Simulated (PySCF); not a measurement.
TaOF₃, SMILES [O]=[Ta]([F])([F])[F], multiplicity 1.

Geometry: B3LYP-D3(BJ)/def2-SVP. The multiplicity is an assumed one; other spin states were not compared. The isomer is the one that the SMILES or the coordinates give; other isomers of the formula were not compared. The def2 effective core potentials stand for the cores of Ta; spin–orbit coupling is left out.

Level of theory: PBE0/def2-TZVP (PySCF).

Symmetry labels are those of the subgroup Cs that the program uses (full group C3v).

Computed valence orbital energies around the gap with their symmetry:
```tsv
orbital	symmetry	energy (eV)
HOMO−7	A"	-13.70
HOMO−6	A'	-13.26
HOMO−5	A"	-12.87
HOMO−4	A'	-12.87
HOMO−3	A"	-12.79
HOMO−2	A'	-10.73
HOMO−1	A'	-10.31
HOMO	A"	-10.31
LUMO	A"	-1.78
LUMO+1	A'	-1.78
LUMO+2	A'	-0.98
LUMO+3	A"	-0.15
```
